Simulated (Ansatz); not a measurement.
Input:

```yaml
crystal:
  periodic: [false, false, false]
  atoms:
    - { symbol: Si, position_ang: [0.197436, -0.013026, -0.475734] }
    - { symbol: Cl, position_ang: [1.170973, -0.04613, 1.8582] }
    - { symbol: H, position_ang: [1.634779, 0.029893, 0.314737] }
    - { symbol: F, position_ang: [-0.799813, 1.27534, -0.361802] }
    - { symbol: Cl, position_ang: [-1.028276, -1.686778, -0.503799] }
basis:
  gaussian: { orbitals: def2-SVP }
hamiltonian:
  xc: pbe
  dispersion: d4
md:
  timestep: 0.5
  n_steps: 200
  ensemble: nve
  temperature: 100.0
  initial_velocities: maxwell_boltzmann
  seed: 2575
```

Command:

```bash
$ ansatz run input.yaml --threads 1 --pin off --max-ram 2048MiB --backend cpu --events-out ev --progress --plain --runs-dir out
```

Hardware: 1 thread of Arm Neoverse V2, on a shared host.

Roughly how long does this run take, and how much memory?

5.8 min, with a peak of 0.12 GiB, for 201 ionic steps.
